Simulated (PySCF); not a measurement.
BrGe, neutral, multiplicity 2. Atoms are numbered in the order given.

```xyz
2

Ge     0.0000     0.0000    -1.2153
Br     0.0000     0.0000     1.1112
```
Charge 0, spin multiplicity 2.

Geometry: PBE0-D3(BJ)/def2-TZVP.

Level of theory: B3LYP/def2-TZVPD in PySCF.

- total energy: -4651.24043 hartree
- point group: C∞v
- α spin, highest occupied and lowest empty level: -4.92 and -3.39 eV
- β spin, highest occupied and lowest empty level: -8.41 and -3.16 eV
- dipole moment: 1.54 D
- ⟨S²⟩: 0.753 (pure state 0.75)
